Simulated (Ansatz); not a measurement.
Consider the ligand exchange at the Al–S bond: `[CH3][AlH][S][SiH3]` + `O[SiH2][SiH3]` → `[CH3][AlH][O][SiH2][SiH3]` + `[SiH3]S`.

Gas-phase electronic energies from Ansatz, PBE0-D4/def2-TZVP geometries. CBS: MP2 limit from def2 TZ/QZ plus the TZ coupled-cluster correction, frozen cores. Functionals use def2-TZVPP. B3LYP here is the variant with VWN-RPA as its local correlation; programs differ in this. One conformer a species, not always the lowest.

```json
{"level": "PBE-D4", "ΔE (kcal/mol)": "-6.9", "difference from CCSD(T)/CBS": "2.2"}
{"level": "PBE0-D4", "ΔE (kcal/mol)": "-7.3", "difference from CCSD(T)/CBS": "1.8"}
{"level": "ωB97X-V", "ΔE (kcal/mol)": "-9.6", "difference from CCSD(T)/CBS": "-0.5"}
{"level": "ωB97M-V", "ΔE (kcal/mol)": "-9.4", "difference from CCSD(T)/CBS": "-0.3"}
{"level": "B2PLYP", "ΔE (kcal/mol)": "-10.5", "difference from CCSD(T)/CBS": "-1.4"}
{"level": "r2SCAN", "ΔE (kcal/mol)": "-8.6", "difference from CCSD(T)/CBS": "0.5"}
{"level": "PBE0", "ΔE (kcal/mol)": "-7.3", "difference from CCSD(T)/CBS": "1.8"}
{"level": "B3LYP", "ΔE (kcal/mol)": "-10.9", "difference from CCSD(T)/CBS": "-1.8"}
{"level": "HF/def2-TZVPP", "ΔE (kcal/mol)": "-12.3", "difference from CCSD(T)/CBS": "-3.2"}
{"level": "MP2/def2-TZVPP", "ΔE (kcal/mol)": "-9.1", "difference from CCSD(T)/CBS": "0.0"}
{"level": "SCS-MP2/def2-TZVPP", "ΔE (kcal/mol)": "-10.4", "difference from CCSD(T)/CBS": "-1.3"}
{"level": "CCSD/def2-TZVPP", "ΔE (kcal/mol)": "-10.6", "difference from CCSD(T)/CBS": "-1.5"}
{"level": "CCSD(T)/def2-TZVPP", "ΔE (kcal/mol)": "-9.9", "difference from CCSD(T)/CBS": "-0.8"}
{"level": "HF/def2-QZVPP", "ΔE (kcal/mol)": "-12.8", "difference from CCSD(T)/CBS": "-3.7"}
{"level": "MP2/def2-QZVPP", "ΔE (kcal/mol)": "-8.8", "difference from CCSD(T)/CBS": "0.3"}
{"level": "CCSD/CBS(def2)", "ΔE (kcal/mol)": "-9.8", "difference from CCSD(T)/CBS": "-0.7"}
{"level": "CCSD(T)/CBS", "ΔE (kcal/mol)": "-9.1", "difference from CCSD(T)/CBS": "0"}
```

Largest T1 diagnostic among the species: 0.012.

In def2-TZVPP, CCSD(T) changes the Hartree–Fock value by +2.4 kcal/mol (the triples alone add +0.7 kcal/mol) and MP2 by +3.2 kcal/mol.
